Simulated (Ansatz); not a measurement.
C2H6OSSi can be A, `C[Si]1(S)CO1`, or B, `O=C[SiH2]CS`.

Gas-phase electronic energies from Ansatz, PBE0-D4/def2-TZVP geometries. CBS: MP2 limit from def2 TZ/QZ plus the TZ coupled-cluster correction, frozen cores. DFT in def2-TZVPP. B3LYP here is the variant with VWN-RPA as its local correlation; programs differ in this. One conformer a species, not always the lowest.

A:

```xyz
11

C     1.317   -0.590   -0.981
Si   -0.040   -0.176    0.203
S    -0.710   -1.959    1.130
C    -1.022    1.334    0.163
O     0.096    1.178    1.140
H     0.973   -1.299   -1.737
H     1.660    0.318   -1.480
H     2.162   -1.037   -0.451
H    -1.601   -1.320    1.907
H    -1.991    1.409    0.652
H    -0.844    2.141   -0.546
```

B:

```xyz
11

O     1.570   -1.323   -0.713
C     1.034   -0.439   -1.336
Si   -0.216    0.789   -0.539
C    -0.485    0.326    1.252
S    -1.175   -1.349    1.382
H     1.289   -0.310   -2.416
H    -1.483    0.738   -1.312
H     0.393    2.143   -0.701
H     0.425    0.415    1.847
H    -1.229    0.990    1.697
H    -0.121   -1.980    0.839
```

(1) Which is lower in electronic energy at CCSD(T)/CBS, and by how much? (Best estimate.)

(2) Give E(B) − E(A) in kcal/mol with B2PLYP, r2SCAN-D4, PBE-D4, CCSD(T)/def2-TZVPP, PBE0-D4, ωB97M-V, B3LYP-D4. (Best estimate.)

Largest T1 diagnostic: 0.014.

Answers

(1) The calculation gave: A, by 39.5 kcal/mol.

(2) The calculation gave: B2PLYP 38.3, r2SCAN-D4 42.2, PBE-D4 38.9, CCSD(T)/def2-TZVPP 38.2, PBE0-D4 40.6, ωB97M-V 39.6, B3LYP-D4 36.5. None reverses the order clearly.

From PBE to PBE0 (25 % exact exchange), in def2-TZVPP and without D4, E(B) − E(A) moves by +1.8 kcal/mol. In def2-TZVPP, CCSD(T) changes the Hartree–Fock value by +5.0 kcal/mol (the triples alone add +0.1 kcal/mol) and MP2 by +8.7 kcal/mol.
